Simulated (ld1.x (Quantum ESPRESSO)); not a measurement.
How hard is this Pm (Z = 61) TM potential?

promethium, norm-conserving Troullier–Martins (Kleinman–Bylander form), made with ld1.x (Quantum ESPRESSO) 7.5 (LDA (PZ), fully relativistic). Core [Kr] 4d10, reference 4f5 5s2 5p6 5d0 6s0 6p0 (charge +2). Waves: 5s (bound): rc 2.20 bohr; 5p (bound): rc 2.90 bohr; 5d (bound, empty): rc 2.15 bohr; 4f (bound): rc 1.70 bohr. Local part: all-electron potential smoothed inside 2.35 bohr (lloc = -1). Core correction: a·sin(br)/r model core, default radius (core density twice the valence density).

Open shells are filled in proportion to 2j + 1 (rel_dist='average').

The pseudo-atom Hamiltonian at the reference potential is diagonalised in spherical Bessel functions j_l(qr) that vanish at 20 bohr, with q² up to the cutoff. All-electron valence levels (Ry): 5s -4.0569, 6s -0.9997, 5p1/2 -2.8142, 6p1/2 -0.7307, 5p3/2 -2.5674, 6p3/2 -0.6941, 5d3/2 -1.0227, 5d5/2 -1.0027, 4f5/2 -1.1564, 4f7/2 -1.1213.

Problem. How do the lowest levels (Ry) of each channel move with the cutoff, and are there ghosts?

Solution.

```csv
cutoff (Ry),s #1,s #2,s #3,p1/2 #1,p1/2 #2,p3/2 #1,p3/2 #2,d3/2 #1,d5/2 #1,d5/2 #2,f5/2 #1,f7/2 #1,f7/2 #2,Σ f·Δε (mRy)
8,-3.9757,-0.9148,-0.3912,-2.7543,-0.7074,-2.5285,-0.6643,-0.9760,-0.9571,-0.3628,-0.2907,-0.2907,-0.1684,4651.4
21,-4.0530,-0.9471,-0.4007,-2.8127,-0.7590,-2.5654,-0.6688,-1.0130,-0.9926,-0.3700,-0.2928,-0.2929,-0.1705,4221.7
45,-4.0563,-0.9481,-0.4010,-2.8129,-0.7600,-2.5655,-0.6690,-1.0131,-0.9927,-0.3700,-0.2974,-0.2975,-0.1752,4191.1
80,-4.0564,-0.9481,-0.4010,-2.8129,-0.7600,-2.5655,-0.6690,-1.0131,-0.9927,-0.3700,-0.8784,-0.8575,-0.2754,1345.9
140,-4.0564,-0.9481,-0.4010,-2.8129,-0.7600,-2.5655,-0.6690,-1.0131,-0.9927,-0.3700,-1.1550,-1.1200,-0.2791,3.3
260,-4.0564,-0.9481,-0.4010,-2.8129,-0.7600,-2.5655,-0.6690,-1.0131,-0.9927,-0.3700,-1.1557,-1.1206,-0.2791,0.0
400,-4.0564,-0.9481,-0.4010,-2.8129,-0.7600,-2.5655,-0.6690,-1.0131,-0.9927,-0.3700,-1.1558,-1.1206,-0.2791,0.0
```

Result: no extra level below or beside the all-electron valence levels (s, p1/2, p3/2, d3/2, d5/2, f5/2, f7/2 tested); 10 mRy is reached at 140 Ry and 1 mRy at 200 Ry.

Its largest configuration-test error is -783 meV.
